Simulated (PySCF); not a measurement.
# Electronic structure of C²⁺ (carbon, charge +2) at the UHF level

Configuration: [He] 2s1 3d1, high-spin 3D determinant (an excited configuration). Computed with PySCF 2.14 in x2c-QZVPPall with one added diffuse shell each of s, p, d, f type (8s5p4d3f1g, 73 functions), with scalar relativity by spin-free X2C-1e.

```
Total energy                                                  : -35.258689 hartree
One-electron energy                                           : -41.6965 hartree
Hartree (Coulomb) energy                                      : 10.5488 hartree
Exchange energy                                               : -4.1110 hartree
⟨S²⟩                                                          : 2.0000
⟨L²⟩                                                          : 6.000
Sum of ⟨r⟩                                                    : 5.133 bohr
Sum of ⟨r²⟩                                                   : 14.72 bohr²
Traceless quadrupole moment −½Σ⟨3z² − r²⟩ along its main axis : 3.59 e·bohr²
Langevin diamagnetic susceptibility                           : -11.7 ×10⁻⁶ cm³/mol
```

```json
{"shell": "1s α", "electrons": "1", "mean orbital energy (hartree)": "-13.17865", "rms radius, mean of both spins (bohr)": "0.310"}
{"shell": "1s β", "electrons": "1", "mean orbital energy (hartree)": "-13.09340", "rms radius, mean of both spins (bohr)": "0.310"}
{"shell": "2s α", "electrons": "1", "mean orbital energy (hartree)": "-2.03042", "rms radius, mean of both spins (bohr)": "1.40"}
{"shell": "3d α", "electrons": "1", "mean orbital energy (hartree)": "-0.51844", "rms radius, mean of both spins (bohr)": "3.55"}
```

The outer electron is Rydberg-like, and this basis confines it to a smaller radius and binds it less than a complete one would.

Spin-orbit constants ζ (cm⁻¹) from the X2C one-electron operator on these orbitals: bare nucleus, nucleus screened by l(l+1)(2l+1)/3 electrons, and screened by the Breit-Pauli mean field of the electrons.

```csv
shell,bare,screened nucleus,mean field
3d,3.017,1.509,1.432
```

To first order the Landé constant is A = 0.7162 cm⁻¹, so the lowest level has J = 1 and lies 0.000266 eV below the centre of the term. This holds in LS coupling only.
